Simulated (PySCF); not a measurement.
SMILES c1(CC)ccc([SiH3])cc1 at its GFN2-xTB optimised geometry (Å):

```
21

C     -1.8667    -3.2661    -1.4826
C     -1.6238    -2.8273    -0.0370
C     -0.8545    -1.5380     0.0000
C     -1.5141    -0.3158    -0.0076
C     -0.8039     0.8700    -0.0075
C      0.5875     0.8802    -0.0021
Si     1.5694     2.4890    -0.0054
C      1.2399    -0.3499     0.0000
C      0.5349    -1.5380     0.0000
H     -0.9198    -3.4172    -1.9962
H     -2.4292    -4.1967    -1.5091
H     -2.4284    -2.5048    -2.0193
H     -2.5846    -2.6991     0.4660
H     -1.0654    -3.6067     0.4861
H     -2.5956    -0.2952    -0.0084
H     -1.3409     1.8086    -0.0085
H      0.6588     3.6067     0.2496
H      2.5956     2.4315     1.0394
H      2.2178     2.6650    -1.3089
H      2.3212    -0.3751     0.0047
H      1.0668    -2.4798     0.0050
```

Calculation: PySCF 2.14.0 with B3LYP/def2-SVP.

Map of the Laplacian of the electron density (e/bohr⁵) on the plane z = 0.8 Å:

```
|8888888888888888888888888|
|8888888888888888888888888|
|8888888888888888888888888|
|8888888888888888888888888|
|8888888888888888888888888|
|8888888888888988888888888|
|8888888888888888888888888|
|8888888888888889608888888|
|8888888888988888879888888|
|8888888889999999888888888|
|8888888889999999888888888|
|8888888899999999888888888|
|8888888999999999988888888|
|8888888999999999988888888|
|8888888899999999988888888|
|8888888899999999888888888|
|8888888999999999888888888|
|8888889899999998888888888|
|8888889999998888888888888|
|8888888999698888888888888|
|8888888889988888888888888|
|8888888888888888888888888|
|8888888888888888888888888|
|8888888888888888888888888|
|8888888888888888888888888|
```
Scale: ten equal steps from -0.920 (start of '0') to 0.163 (end of '9'), in the order '0123456789'; x runs from -6.00 to 6.00, y from -6.00 (bottom) to 6.00 (top).
